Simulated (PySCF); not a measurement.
## Excitation energy of Ge²⁺ by level of theory

Ge²⁺ [Ar] 3d10 4s2 (1S) → Ge²⁺ [Ar] 3d10 4s1 4d1 (3D), as a difference of total energies. All numbers are calculated (PySCF 2.14, scalar relativity through the core potential, in aug-cc-pVDZ-PP with ECP10MDF). Correlated levels: valence: 3s2 3p6 3d10 frozen. The calculations carry no spin-orbit coupling.

| method | excitation energy (eV) |
| --- | --- |
| UHF | 18.803 |
| LDA | 20.166 |
| PBE | 19.622 |
| PBE0 | 19.554 |
| r2SCAN | 19.698 |
| BLYP | 19.910 |
| B2PLYP | 19.817 |
| BHandHLYP | 19.872 |
| LC-wPBE | 19.922 |
| MP2 (valence) | 19.462 |
| SCS-MP2 (valence) | 19.624 |

Task: How much does correlation contribute at MP2 (valence)?

Result: 19.462 − (18.803) = 0.659 eV, measured against UHF.

The promoted electron is Rydberg-like, and one or two diffuse shells describe it only roughly, which tends to raise the upper state.
